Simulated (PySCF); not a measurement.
Identify the unknown among the candidates.

All candidates are C8H7FO.

| technique | computed result |
| --- | --- |
| Dipole | 2.39 D [PBE0/pcSseg-1] |
| 1H NMR | chemical shifts (computed TMS as zero) by class: 10.20 (1 H), 8.29 (2 H), 7.77 (2 H), 6.01 (2 H) ppm [GIAO PBE0/pcSseg-1] |
| NMR, other nuclei | isotropic shieldings of nuclei other than C and H, by class: -325 (1 O), 435 (1 F) ppm [GIAO PBE0/pcSseg-1] |
| Rotational structure | rotational constants A, B, C: 4.642, 0.666, 0.584 GHz [GFN2-xTB] |
| 13C NMR | chemical shifts (computed TMS as zero) by class: 195.3 (1 C), 151.8 (1 C), 139.9 (1 C), 137.2 (2 C), 128.4 (2 C), 86.7 (1 C) ppm [GIAO PBE0/pcSseg-1] |

Electronic properties: PySCF, gas phase, density fitting. Levels stand in brackets. The structure is a single GFN2-xTB conformer in the gas phase; no vibrational or solvent corrections. NMR classes are plain means over equivalent atoms (diastereotopic ones count apart unless rotation or inversion swaps them), as if these changed places fast.

Problem. Which candidate is it?
A. `CC(=O)c1ccc(F)cc1`
B. `O=Cc1ccc(CF)cc1`
C. `CC(=O)c1cccc(F)c1`

Solution. B. It is `O=Cc1ccc(CF)cc1`. Numbering: `[O:1]=[CH:2][c:3]1[cH:4][cH:5][c:6]([CH2:7][F:8])[cH:9][cH:10]1`. Its formula, C8H7FO, gives 5 degrees of unsaturation: 1 ring and 4 π bonds in the structure found (Kekulé form). 8 carbons fall into 6 classes; from least to most shielded: aldehyde carbon [C2] (195.3 ppm), substituted aromatic carbon [C6] (151.8 ppm), substituted aromatic carbon [C3] (139.9 ppm), aromatic CH carbon [C4/C10] (137.2 ppm, 2 C, up to 6.4 ppm apart in this geometry), aromatic CH carbon [C5/C9] (128.4 ppm, 2 C), sp3 C–F carbon [C7] (86.7 ppm). Hydrogen classes from least to most shielded: 1 H on an aldehyde carbon, C2 (10.20 ppm), 2 H on 2 aromatic CH carbons, C4/C10 (8.29 ppm, a mean of values up to 0.6 ppm apart in this geometry), 2 H on 2 aromatic CH carbons, C5/C9 (7.77 ppm, a mean of values up to 0.6 ppm apart in this geometry), 2 H on an sp3 C–F carbon, C7 (6.01 ppm). The other shieldings belong to: -325 ppm, aldehyde oxygen [O1]; 435 ppm, alkyl fluorine [F8]. The optimised geometry has point group Cs and is an asymmetric top.

The others, at the same levels:
- `CC(=O)c1cccc(F)c1` fails: it has 8 carbon classes against 6; its computed 13C shifts are 199.4 (1 C), 172.6 (1 C), 142.1 (1 C), 135.9 (1 C), 130.5 (1 C), 126.2 (1 C), 121.7 (1 C), 28.6 (1 C) ppm, 1H shifts are 8.43 (1 H), 7.80 (1 H), 7.73 (1 H), 7.55 (1 H), 2.66 (3 H) ppm and rotational constant A is 2.558 GHz (against 4.642 GHz).
- `CC(=O)c1ccc(F)cc1` fails: its computed 13C shifts are 198.3 (1 C), 176.3 (1 C), 137.8 (2 C), 136.5 (1 C), 121.1 (2 C), 28.4 (1 C) ppm, 1H shifts are 8.42 (2 H), 7.41 (2 H), 2.63 (3 H) ppm and rotational constant A is 3.702 GHz (against 4.642 GHz).

Each candidate is one conformer, not necessarily the lowest. The conformers computed, where there is a choice (atom-mapped SMILES and torsion angles):
- `[O:1]=[CH:2][c:3]1[cH:4][cH:5][c:6]([CH2:7][F:8])[cH:9][cH:10]1`: O1–C2–C3–C4 180°, C5–C6–C7–F8 0°
- `[CH3:1][C:2](=[O:3])[c:4]1[cH:5][cH:6][cH:7][c:8]([F:9])[cH:10]1`: C1–C2–C4–C5 180°
- `[CH3:1][C:2](=[O:3])[c:4]1[cH:5][cH:6][c:7]([F:8])[cH:9][cH:10]1`: C1–C2–C4–C5 179°
